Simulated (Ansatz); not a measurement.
Ansatz (a program for electronic structure) input (B3LYP-D3(BJ)/def2-TZVP):

Ansatz 0.2 input:
```yaml
crystal:
  periodic: [false, false, false]
  atoms:
    - {symbol: As, position_ang: [-0.02388811, -0.04908631, -0.02812370]}
    - {symbol: H, position_ang: [-0.00211194, 1.45250692, -0.32091890]}
    - {symbol: H, position_ang: [0.79041952, 0.16734137, 1.24900104]}
basis:
  gaussian:
    orbitals: def2-TZVP
hamiltonian:
  xc: b3lyp
  dispersion: d3bj
magnetization: {spin_polarized: true, initial_magnetization: 1}
phonons: {temperatures: {t_min: 298.15, t_max: 298.15, t_step: 100}}
```

Output:

```
Functional definition: B3LYP
integrals: 0.01 GiB planned
442 factors; integrals over basis functions are off by at most 2.1e-4 eV
mean field: 0.19 GiB planned
mean field evaluation 1: about -60873.8482 eV, gradient 8.8e0 eV
mean field evaluation 2: about -60874.0449 eV, gradient 5.9e0 eV
mean field evaluation 4: about -60874.1313 eV, gradient 2.8e-1 eV
mean field evaluation 8: about -60874.1388 eV, gradient 5.2e-3 eV
mean field -60874.13879874 eV, -2237.0833388805 hartree, gradient 1.7e-5 eV, S^2 0.753209; 0 other end points of the search recorded, 0 dependent functions left out
the calculation of the forces begins
reference -60874.13897893 eV, -2237.0833455024 hartree; 18, 17 occupied and 42, 43 virtual orbitals, 442 factors
these checks for a lower state are left out or cut short: stability, starts, cluster_reference, orbital_swaps, neighbouring_geometries, increment
integrals: 0.01 GiB planned
442 factors; integrals over basis functions are off by at most 2.1e-4 eV
mean field: 0.19 GiB planned
mean field evaluation 16: about -60874.1315 eV, gradient 8.5e-2 eV
mean field -60874.13875921 eV, -2237.0833374278 hartree, gradient 6.2e-7 eV, S^2 0.753207; 0 other end points of the search recorded, 0 dependent functions left out
the calculation of the forces begins
reference -60874.13893940 eV, -2237.0833440496 hartree; 18, 17 occupied and 42, 43 virtual orbitals, 442 factors
these checks for a lower state are left out or cut short: stability, starts, cluster_reference, orbital_swaps, neighbouring_geometries, increment
integrals: 0.01 GiB planned
442 factors; integrals over basis functions are off by at most 2.1e-4 eV
mean field: 0.19 GiB planned
mean field -60874.13876084 eV, -2237.0833374875 hartree, gradient 7.5e-7 eV, S^2 0.753212; 0 other end points of the search recorded, 0 dependent functions left out
the calculation of the forces begins
reference -60874.13894103 eV, -2237.0833441095 hartree; 18, 17 occupied and 42, 43 virtual orbitals, 442 factors
these checks for a lower state are left out or cut short: stability, starts, cluster_reference, orbital_swaps, neighbouring_geometries, increment
integrals: 0.01 GiB planned
442 factors; integrals over basis functions are off by at most 2.1e-4 eV
mean field: 0.19 GiB planned
mean field evaluation 32: about -60874.1388 eV, gradient 5.9e-6 eV
mean field -60874.13878948 eV, -2237.0833385402 hartree, gradient 1.5e-6 eV, S^2 0.753209; 0 other end points of the search recorded, 0 dependent functions left out
the calculation of the forces begins
reference -60874.13896964 eV, -2237.0833451608 hartree; 18, 17 occupied and 42, 43 virtual orbitals, 442 factors
these checks for a lower state are left out or cut short: stability, starts, cluster_reference, orbital_swaps, neighbouring_geometries, increment
integrals: 0.01 GiB planned
442 factors; integrals over basis functions are off by at most 2.1e-4 eV
mean field: 0.19 GiB planned
mean field -60874.13879366 eV, -2237.0833386937 hartree, gradient 1.5e-6 eV, S^2 0.753210; 0 other end points of the search recorded, 0 dependent functions left out
the calculation of the forces begins
reference -60874.13897389 eV, -2237.0833453170 hartree; 18, 17 occupied and 42, 43 virtual orbitals, 442 factors
these checks for a lower state are left out or cut short: stability, starts, cluster_reference, orbital_swaps, neighbouring_geometries, increment
integrals: 0.01 GiB planned
442 factors; integrals over basis functions are off by at most 2.1e-4 eV
mean field: 0.19 GiB planned
mean field -60874.13877433 eV, -2237.0833379833 hartree, gradient 6.3e-7 eV, S^2 0.753211; 0 other end points of the search recorded, 0 dependent functions left out
the calculation of the forces begins
reference -60874.13895454 eV, -2237.0833446060 hartree; 18, 17 occupied and 42, 43 virtual orbitals, 442 factors
these checks for a lower state are left out or cut short: stability, starts, cluster_reference, orbital_swaps, neighbouring_geometries, increment
integrals: 0.01 GiB planned
442 factors; integrals over basis functions are off by at most 2.1e-4 eV
mean field: 0.19 GiB planned
mean field -60874.13877096 eV, -2237.0833378594 hartree, gradient 5.0e-7 eV, S^2 0.753208; 0 other end points of the search recorded, 0 dependent functions left out
the calculation of the forces begins
reference -60874.13895113 eV, -2237.0833444805 hartree; 18, 17 occupied and 42, 43 virtual orbitals, 442 factors
Total energy: -60874.18391666 eV, -2237.0849969334 hartree
Atom 0 at    -0.023888    -0.049086    -0.028124 Å, force    -0.000214    -0.000439    -0.000252 eV/Å
Atom 1 at    -0.002112     1.452507    -0.320919 Å, force    -0.000010     0.000409    -0.000105 eV/Å
Atom 2 at     0.790420     0.167341     1.249001 Å, force     0.000223     0.000030     0.000357 eV/Å
Dipole moment:     0.015757     0.032378     0.018551 e Å
Vibrations: 1006.54 2160.23 2169.90 cm⁻¹, zero-point energy 0.330831 eV
```
